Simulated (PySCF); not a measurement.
# How methods differ on the excitation energy of Si⁺

Si⁺ [Ne] 3s2 3p1 (2P) → Si⁺ [Ne] 3s1 3p1 3d1 (high-spin determinant), as a difference of total energies. Calculation: PySCF 2.14, in aug-cc-pwCVDZ (6s5p3d, 36 functions); no relativity, point nucleus. Correlated levels: nothing frozen. The calculations carry no spin-orbit coupling.

```csv
method,excitation energy (eV)
UHF,13.863
MP2 (all electrons),14.858
SCS-MP2 (all electrons),15.064
CCSD (all electrons),14.656
CCSD(T) (all electrons),14.361
```

Task: How much does correlation contribute at CCSD(T) (all electrons)?

Result: 14.361 − (13.863) = 0.498 eV, measured against UHF.

The promoted electron is Rydberg-like, and one or two diffuse shells describe it only roughly, which tends to raise the upper state.

The coupled-cluster amplitudes are large for the upper state (T1 above 0.03 or a double amplitude above 0.15), so a single reference is strained.

The determinant of the upper state mixes LS terms, which raises its energy above the lowest term, most at the Hartree-Fock and MP2 levels.
